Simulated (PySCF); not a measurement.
Isomers of C6H12Se, mass 164.010 u with the commonest isotopes. The calculation used PBE0-D3(BJ)/def2-SVP geometry optimisation, gas phase in PySCF 2.14.0. One conformer each, none proved a minimum here; rigid rotors.

Question: Order these by rotational constant B, smallest first.
A. `[SeH:1][CH2:2][CH:3]1[CH2:4][CH2:5][CH2:6][CH2:7]1` with H–Se1–C2–C3 70°, Se1–C2–C3–C4 -61°, C2–C3–C4–C5 116°, C3–C4–C5–C6 33°, C4–C5–C6–C7 -42°, C5–C6–C7–C3 36°
B. `[CH2:1]1[CH2:2][CH2:3][CH2:4][Se:5][CH2:6][CH2:7]1` with C7–C1–C2–C3 -73°, C1–C2–C3–C4 57°, C2–C3–C4–Se5 -80°, C3–C4–Se5–C6 78°
C. `[CH3:1][CH:2]([CH3:3])[C@@H:4]1[CH2:5][CH2:6][Se:7]1` with C1–C2–C4–C5 169°, C2–C4–C5–C6 -141°, C4–C5–C6–Se7 20°, C5–C6–Se7–C4 -16°, C2–C4–Se7–C6 138°
D. `[CH3:1][CH2:2][CH2:3][C:4](=[Se:5])[CH2:6][CH3:7]` with C1–C2–C3–C4 62°, C2–C3–C4–Se5 66°, C3–C4–C6–C7 177°

Answer: A (945.1 MHz), C (1228 MHz), D (1258 MHz), B (1489 MHz).

Question: Order these by radius of gyration √(Σ m r²/M), smallest first.
A. `[CH2:1]1[CH2:2][CH2:3][CH2:4][Se:5][CH2:6][CH2:7]1` with C7–C1–C2–C3 -73°, C1–C2–C3–C4 57°, C2–C3–C4–Se5 -80°, C3–C4–Se5–C6 78°
B. `[CH3:1][CH:2]([CH3:3])[C@@H:4]1[CH2:5][CH2:6][Se:7]1` with C1–C2–C4–C5 169°, C2–C4–C5–C6 -141°, C4–C5–C6–Se7 20°, C5–C6–Se7–C4 -16°, C2–C4–Se7–C6 138°
C. `[SeH:1][CH2:2][CH:3]1[CH2:4][CH2:5][CH2:6][CH2:7]1` with H–Se1–C2–C3 70°, Se1–C2–C3–C4 -61°, C2–C3–C4–C5 116°, C3–C4–C5–C6 33°, C4–C5–C6–C7 -42°, C5–C6–C7–C3 36°

Answer: A (1.757 Å), B (1.857 Å), C (1.940 Å).

Question: Order these by dipole moment, largest first.
A. `[SeH:1][CH2:2][CH:3]1[CH2:4][CH2:5][CH2:6][CH2:7]1` with H–Se1–C2–C3 70°, Se1–C2–C3–C4 -61°, C2–C3–C4–C5 116°, C3–C4–C5–C6 33°, C4–C5–C6–C7 -42°, C5–C6–C7–C3 36°
B. `[CH3:1][CH2:2][CH2:3][C:4](=[Se:5])[CH2:6][CH3:7]` with C1–C2–C3–C4 62°, C2–C3–C4–Se5 66°, C3–C4–C6–C7 177°
C. `[CH2:1]1[CH2:2][CH2:3][CH2:4][Se:5][CH2:6][CH2:7]1` with C7–C1–C2–C3 -73°, C1–C2–C3–C4 57°, C2–C3–C4–Se5 -80°, C3–C4–Se5–C6 78°

Answer: B (2.57 D), C (1.74 D), A (1.46 D).

```tsv
SMILES	point group	Ia (u·Å²)	Ib (u·Å²)	Ic (u·Å²)	κ	μa (D)	μb (D)	μc (D)
[SeH]CC1CCCC1	C1	150.51	534.72	549.94	-0.98	1.05	0.66	0.77
CCCC(=[Se])CC	C1	258.11	401.71	557.53	-0.33	1.79	1.71	0.69
C1CCC[Se]CC1	C1	194.12	339.34	478.95	-0.44	1.60	0.35	0.61
CC(C)[C@@H]1CC[Se]1	C1	167.55	411.56	551.87	-0.70	1.05	1.42	0.15
```
